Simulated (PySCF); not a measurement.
PySCF input (PW6B95/def2-TZVPD):

```python
from pyscf import gto, scf, dft

mol = gto.M(
    atom='''
    Si   -0.00000000   -0.00000000   -1.60880547
    Br    0.00000000    0.00000000    0.64352219
    ''',
    basis='def2-tzvpd',
    charge=0,
    spin=1,
    symmetry='C2v',
    verbose=4,
)

mf = dft.UKS(mol, xc='pw6b95').density_fit(auxbasis='def2-universal-jkfit')
mf.grids.level = 3
mf.conv_tol = 1e-9
mf.max_cycle = 100
mf.max_memory = 1500
mf.kernel()
if not mf.converged:
    mf = mf.newton()
    mf.kernel(mf.make_rdm1())
mf.analyze()
```

End of the output:

```
Extra cycle  E= -2865.01555766788  delta_E= -1.27e-11  |g|= 1.87e-06  |ddm|= 5.64e-06
converged SCF energy = -2865.01555766788  <S^2> = 0.75432628  2S+1 = 2.0043216
**** SCF Summaries ****
Total Energy =                       -2865.015557667876692
Nuclear Repulsion Energy =             115.123939538530550
One-electron Energy =                -4213.382652294229956
Two-electron Energy =                 1233.243155087822743
Two-electron Coulomb Energy =         1346.851841455207250
DFT Exchange-Correlation Energy =     -113.608686367384422
HOMO-LUMO gap [eV] =                     2.106382039004445
Wave-function symmetry = B1
alpha occupancy for each irrep:     A1   A2   B1   B2
                                    13    1    6    5
beta  occupancy for each irrep:     A1   A2   B1   B2
                                    13    1    5    5
**** MO energy ****
alpha MO #1 (A1 #1), energy= -483.76727128135 occ= 1
alpha MO #2 (A1 #2), energy= -66.4943143157173 occ= 1
alpha MO #3 (A1 #3), energy= -62.7884996648734 occ= 1
alpha MO #4 (A1 #4), energy= -56.559847578072 occ= 1
alpha MO #5 (B2 #1), energy= -56.5590836430952 occ= 1
alpha MO #6 (B1 #1), energy= -56.5585944028073 occ= 1
alpha MO #7 (A1 #5), energy= -8.81458986051225 occ= 1
alpha MO #8 (A1 #6), energy= -6.61936784942675 occ= 1
alpha MO #9 (B2 #2), energy= -6.61668082876443 occ= 1
alpha MO #10 (B1 #2), energy= -6.61473987817155 occ= 1
alpha MO #11 (A1 #7), energy= -5.41321273876717 occ= 1
alpha MO #12 (B2 #3), energy= -3.74867206347765 occ= 1
alpha MO #13 (B1 #3), energy= -3.74642497740891 occ= 1
alpha MO #14 (A1 #8), energy= -3.74420141222624 occ= 1
alpha MO #15 (A1 #9), energy= -2.70202622799639 occ= 1
alpha MO #16 (B2 #4), energy= -2.70136721158985 occ= 1
alpha MO #17 (B1 #4), energy= -2.6996676131413 occ= 1
alpha MO #18 (A2 #1), energy= -2.6973501515371 occ= 1
alpha MO #19 (A1 #10), energy= -2.69712511272673 occ= 1
alpha MO #20 (A1 #11), energy= -0.806694929995569 occ= 1
alpha MO #21 (A1 #12), energy= -0.496874850148755 occ= 1
alpha MO #22 (B1 #5), energy= -0.341805489474453 occ= 1
alpha MO #23 (B2 #5), energy= -0.339089782417199 occ= 1
alpha MO #24 (A1 #13), energy= -0.331720853278538 occ= 1
alpha MO #25 (B1 #6), energy= -0.192427294677559 occ= 1
alpha MO #26 (B2 #6), energy= -0.115019181858305 occ= 0
alpha MO #27 (A1 #14), energy= -0.0193078933982544 occ= 0
alpha MO #28 (A1 #15), energy= 0.0154901118178206 occ= 0
alpha MO #29 (B2 #7), energy= 0.0403113527342587 occ= 0
alpha MO #30 (B1 #7), energy= 0.041437400563848 occ= 0
alpha MO #31 (A1 #16), energy= 0.0438394074036133 occ= 0
alpha MO #32 (A2 #2), energy= 0.0742144064316888 occ= 0
alpha MO #33 (A1 #17), energy= 0.074552807039785 occ= 0
alpha MO #34 (A1 #18), energy= 0.0897820098562896 occ= 0
alpha MO #35 (B2 #8), energy= 0.103778240296531 occ= 0
alpha MO #36 (B1 #8), energy= 0.103806540802553 occ= 0
alpha MO #37 (A1 #19), energy= 0.157477423305973 occ= 0
alpha MO #38 (A2 #3), energy= 0.169394788575316 occ= 0
alpha MO #39 (B1 #9), energy= 0.169597149956883 occ= 0
alpha MO #40 (A1 #20), energy= 0.169718480925512 occ= 0
alpha MO #41 (B2 #9), energy= 0.170978762566918 occ= 0
alpha MO #42 (A1 #21), energy= 0.187937814040033 occ= 0
alpha MO #43 (B2 #10), energy= 0.254002671256731 occ= 0
alpha MO #44 (B1 #10), energy= 0.255023955762079 occ= 0
alpha MO #45 (A2 #4), energy= 0.297531608842881 occ= 0
alpha MO #46 (A1 #22), energy= 0.298637036807147 occ= 0
alpha MO #47 (A1 #23), energy= 0.317287955654225 occ= 0
alpha MO #48 (B1 #11), energy= 0.325055049430464 occ= 0
alpha MO #49 (B2 #11), energy= 0.32531169017711 occ= 0
alpha MO #50 (A1 #24), energy= 0.343006136855173 occ= 0
alpha MO #51 (B2 #12), energy= 0.429173529423807 occ= 0
alpha MO #52 (B1 #12), energy= 0.432815564855499 occ= 0
alpha MO #53 (A1 #25), energy= 0.452935084311108 occ= 0
alpha MO #54 (A2 #5), energy= 0.472157788340619 occ= 0
alpha MO #55 (A1 #26), energy= 0.472278780893063 occ= 0
alpha MO #56 (B2 #13), energy= 0.521157323564063 occ= 0
alpha MO #57 (B1 #13), energy= 0.521592801790253 occ= 0
alpha MO #58 (A1 #27), energy= 0.533362727199195 occ= 0
alpha MO #59 (A1 #28), energy= 0.594008381243949 occ= 0
alpha MO #60 (B2 #14), energy= 0.971003518443045 occ= 0
alpha MO #61 (B1 #14), energy= 0.971153041424276 occ= 0
alpha MO #62 (A2 #6), energy= 0.971162102256755 occ= 0
alpha MO #63 (A1 #29), energy= 0.971664715347345 occ= 0
alpha MO #64 (A1 #30), energy= 1.00142564634145 occ= 0
alpha MO #65 (B2 #15), energy= 1.00487651909324 occ= 0
alpha MO #66 (B1 #15), energy= 1.00839037736307 occ= 0
alpha MO #67 (A2 #7), energy= 1.0283291379724 occ= 0
alpha MO #68 (A1 #31), energy= 1.03004515493854 occ= 0
alpha MO #69 (A1 #32), energy= 1.0413502944411 occ= 0
alpha MO #70 (B2 #16), energy= 1.12652039559001 occ= 0
alpha MO #71 (B1 #16), energy= 1.1284277682768 occ= 0
alpha MO #72 (A1 #33), energy= 1.19664264643073 occ= 0
alpha MO #73 (B1 #17), energy= 1.2537134678852 occ= 0
alpha MO #74 (B2 #17), energy= 1.25518936528325 occ= 0
alpha MO #75 (A1 #34), energy= 1.45428124332091 occ= 0
alpha MO #76 (A2 #8), energy= 1.50368962532244 occ= 0
alpha MO #77 (A1 #35), energy= 1.50374408908667 occ= 0
alpha MO #78 (B2 #18), energy= 1.51772393102589 occ= 0
alpha MO #79 (B1 #18), energy= 1.5203445024358 occ= 0
alpha MO #80 (B2 #19), energy= 1.52081416959489 occ= 0
alpha MO #81 (B1 #19), energy= 1.52081419316607 occ= 0
alpha MO #82 (A2 #9), energy= 1.58446435227333 occ= 0
alpha MO #83 (A1 #36), energy= 1.58458322410736 occ= 0
alpha MO #84 (B2 #20), energy= 1.69784102538211 occ= 0
alpha MO #85 (B1 #20), energy= 1.70103636570499 occ= 0
alpha MO #86 (A1 #37), energy= 1.76607489369696 occ= 0
alpha MO #87 (A1 #38), energy= 1.8138734912489 occ= 0
alpha MO #88 (B2 #21), energy= 1.90379128981488 occ= 0
alpha MO #89 (B1 #21), energy= 1.90649497534777 occ= 0
alpha MO #90 (A1 #39), energy= 2.17733555802765 occ= 0
alpha MO #91 (A1 #40), energy= 4.12850922985332 occ= 0
alpha MO #92 (A2 #10), energy= 4.12851913824731 occ= 0
alpha MO #93 (B2 #22), energy= 4.14253044487057 occ= 0
alpha MO #94 (B1 #22), energy= 4.14519641623008 occ= 0
alpha MO #95 (A1 #41), energy= 4.20900009075909 occ= 0
alpha MO #96 (B1 #23), energy= 6.02251589816134 occ= 0
alpha MO #97 (B2 #23), energy= 6.02317192429979 occ= 0
alpha MO #98 (A1 #42), energy= 6.24478737765635 occ= 0
alpha MO #99 (A1 #43), energy= 7.53101953882026 occ= 0
alpha MO #100 (A1 #44), energy= 9.61838942646041 occ= 0
beta  MO #1 (A1 #1), energy= -483.767090151526 occ= 1
beta  MO #2 (A1 #2), energy= -66.4907120734446 occ= 1
[...]
```
